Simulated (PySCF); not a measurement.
# How methods differ on the ionisation energy of Gd⁶⁰⁺

Gd⁶⁰⁺ [He] 2s2 (1S) → Gd⁶¹⁺ [He] 2s1 (2S), as a difference of total energies. All numbers are calculated (PySCF 2.14, scalar relativity by spin-free X2C-1e, in an even-tempered Gaussian basis (19 s from 38 bohr⁻², ratio 2.2; 8 p from 58 bohr⁻², ratio 2.4; 5 d from 170 bohr⁻², ratio 2.4; 5 f from 260 bohr⁻², ratio 2.4; 4 g from 390 bohr⁻², ratio 2.4)). Correlated levels: nothing frozen; virtual orbitals above 40 to 60 times the deepest correlated orbital energy dropped. The calculations carry no spin-orbit coupling.

```csv
method,ionisation energy (eV)
UHF,13960.0
LDA,13952.4
PBE,13967.3
PBE0,13965.8
r2SCAN,13957.5
TPSS,13966.1
PW91,13968.4
MP2 (all electrons),13965.3
SCS-MP2 (all electrons),13966.3
```

How much does correlation contribute at MP2 (all electrons)?

13965.3 − (13960.0) = 5.3 eV, measured against UHF.

For this ion Breit and QED terms and the two-electron picture change, all absent here, outweigh the differences among the correlated methods.

For comparison: 13943 ± 10 eV (theoretical estimate listed by NIST; NIST Atomic Spectra Database, ionization energies).
